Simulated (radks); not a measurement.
Results of a calculation; reference values are marked as such.
Coulomb parameter of the 4f shell of the cerium ion Ce2+ in the model configuration [Xe] 4f1 5d1, as a second difference U = [E(n + 0.5) + E(n - 0.5) - 2 E(n)] / (0.5)^2 with all orbitals relaxed. "Bare": the charge of the atom changes with n. "Screened": the 5d shell takes up the change at fixed total charge, which measures U(4f,4f) + U(5d,5d) - 2 U(4f,5d). Level of theory: Dirac Kohn-Sham, BLYP, spin-unpolarised, spherical densities, point nucleus; open shells are shared between the two j in proportion to 2j + 1 (a radial shooting solver on a logarithmic mesh with Libxc functionals).

case              configuration  E - E(n) (eV)
start              [Xe] 4f1 5d1          0.000
bare +0.5        [Xe] 4f1.5 5d1         -7.137
bare -0.5        [Xe] 4f0.5 5d1         11.031
screened +0.5  [Xe] 4f1.5 5d0.5         -1.101
screened -0.5  [Xe] 4f0.5 5d1.5          2.202

U(bare) = 15.578 eV, U(screened by 5d) = 4.405 eV.
